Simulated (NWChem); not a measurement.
[F][Ge]([F])([Cl])[F] (GeClF3), optimised at PBE0/def2-SVP with NWChem:

```
Quantity                            Value
---------------------------------  ------
highest occupied level (eV)        -10.54
orbital gap (eV)                     8.78
dipole (D)                           1.19
highest harmonic frequency (cm⁻¹)     790
zero-point energy (kcal/mol)          5.5
```

One Ge atom is replaced by C, giving C(F)(F)(F)Cl (CClF$_{3}$), optimised at the same level. How do these values move?


```tsv
quantity	new value	change
highest occupied level (eV)	-9.88	+0.66
orbital gap (eV)	10.76	+1.98
dipole (D)	0.24	-0.95
highest harmonic frequency (cm⁻¹)	1295	+505
zero-point energy (kcal/mol)	9.8	+4.3
```
